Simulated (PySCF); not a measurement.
Electronic structure of Ir (iridium, neutral) at the UHF level

Configuration: [Xe] 4f14 5d7 6s2, high-spin 4F determinant. Calculation: PySCF 2.14, in cc-pVDZ-PP with ECP60MDF; a scalar-relativistic core potential.

| Property | Result |
| --- | --- |
| Total energy | -103.622203 hartree |
| One-electron energy | -180.0080 hartree |
| Hartree (Coulomb) energy | 86.0537 hartree |
| Exchange energy | -9.6679 hartree |
| ⟨S²⟩ | 3.7609 |
| ⟨L²⟩ | 12.034 |
| Sum of ⟨r⟩ | 27.07 bohr |
| Sum of ⟨r²⟩ | 56.90 bohr² |
| Time after the integrals | 0.26 s of wall time on 1 thread of Neoverse-N1 (shared host) |

```csv
shell,electrons,mean orbital energy (eV),spread (eV),"rms radius, mean of both spins (bohr)"
5s α,1,-117.04,0,1.06
5s β,1,-112.73,0,1.06
5p α,3,-70.066,0,1.23
5p β,3,-64.086,0,1.23
5d α,5,-13.970,0.984,1.83
5d β,2,-11.445,0,1.83
6s α,1,-8.831,0,3.33
6s β,1,-7.347,0,3.33
```

Energies and moments cover only the electrons outside the core potential. Spin-orbit coupling, absent here, splits the open shell strongly.
